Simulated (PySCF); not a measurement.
Al(SiH3)3 (AlH9Si3), SMILES [SiH3][Al]([SiH3])[SiH3].

Geometry: PBE-D3(BJ)/def2-SVP. The structure was generated by enumeration; whether it is a known compound was not checked.

Two levels are set side by side: TDA-PBE/def2-SVPD (PySCF) and TDA-B3LYP/def2-SVPD (PySCF). Vertical, same geometry. The lowest singlet is HOMO→LUMO 99 % with PBE and HOMO→LUMO 99 % with the other functional; states are paired by order. Differences are taken from unrounded values.

```json
[
 {"quantity": "lowest singlet excitation (eV)", "TDA-PBE": "3.20"},
 {"quantity": "lowest triplet excitation (TDA) (eV)", "TDA-PBE": "2.71"}
]
```

Problem. These are the TDA-PBE values. What does TDA-B3LYP give? (An estimate is asked for; the answer gives what the named calculation found.)

Solution. 
```json
[
 {"quantity": "lowest singlet excitation (eV)", "TDA-B3LYP": "3.42", "TDA-PBE minus TDA-B3LYP": "-0.23"},
 {"quantity": "lowest triplet excitation (TDA) (eV)", "TDA-B3LYP": "2.94", "TDA-PBE minus TDA-B3LYP": "-0.23"}
]
```

Functionals without exact exchange tend to place singlet excitations lower, as here. Differences between two approximate levels are no errors against the true value.

Rough cost on one machine, each run with all the roots and properties that it gave: TDA-B3LYP against TDA-PBE about 2 times.
